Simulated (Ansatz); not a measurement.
Reaction (formal exchange of groups at the Si–F bond): `F[SiH2][TeH]` + `O=C=C[SiH3]` → `[SiH3][SiH2][TeH]` + `O=C=CF`

Gas-phase electronic energies from Ansatz, PBE0-D4/def2-TZVP geometries. CCSD(T)/CBS adds triple-zeta CCSD(T) − MP2 to the extrapolated MP2 energy (def2 sets, frozen cores). Functionals use def2-TZVPP. B3LYP here is the variant with VWN-RPA as its local correlation; programs differ in this. Elements past krypton have def2 core potentials. For Te outer-core shells are correlated without core-valence functions, which leaves a few kJ/mol of doubt a bond.

`F[SiH2][TeH]`:

Cartesian coordinates in Å:
```
F 0.931 1.597 0.133
Si 0.624 0.045 -0.104
Te -1.725 -0.365 -0.764
H 1.464 -0.421 -1.231
H 0.938 -0.656 1.160
H -2.231 -0.200 0.806
```

`O=C=C[SiH3]`:

Cartesian coordinates in Å:
```
O 1.758 2.081 0.229
C 0.784 1.490 0.036
C -0.298 0.787 -0.173
Si -0.274 -1.046 0.049
H -1.188 1.327 -0.476
H -1.251 -1.463 1.089
H -0.629 -1.735 -1.219
H 1.095 -1.442 0.465
```

`[SiH3][SiH2][TeH]`:

Cartesian coordinates in Å:
```
Si 1.206 -0.024 -1.078
Si -0.794 -0.185 0.120
Te -0.331 0.725 2.402
H 1.016 -0.545 -2.458
H 2.264 -0.818 -0.400
H 1.637 1.397 -1.150
H -1.868 0.602 -0.543
H -1.240 -1.601 0.209
H -1.889 0.448 2.899
```

`O=C=CF`:

Cartesian coordinates in Å:
```
O -0.925 1.669 0.482
C -0.385 0.682 0.201
C 0.194 -0.461 -0.097
F 1.349 -0.484 -0.787
H -0.234 -1.406 0.200
```

```
             level  ΔE (kJ/mol)  difference from CCSD(T)/CBS
            PBE-D4        278.3                        -33.1
           PBE0-D4        289.2                        -22.2
          B3LYP-D4        299.7                        -11.7
        r2SCANh-D4        308.4                         -3.0
          PBE-QIDH        311.6                          0.2
           r2SCANh        309.1                         -2.3
   CCSD/def2-TZVPP        308.7                         -2.7
    MP2/def2-QZVPP        333.8                         22.4
SCS-MP2/def2-QZVPP        326.7                         15.3
    CCSD/CBS(def2)        313.5                          2.1
       CCSD(T)/CBS        311.4                            0
```

Largest T1 diagnostic among the species: 0.016.

At CCSD(T), def2-SVP lies −34.1 kJ/mol from the extrapolated value and def2-TZVPP −4.7 kJ/mol. Leaving LDA and LC-ωPBE aside and taking each functional with its dispersion term where it has one, the values, not all of them listed here, spread over 36.9 kJ/mol, from revPBE-D4 to B2PLYP.
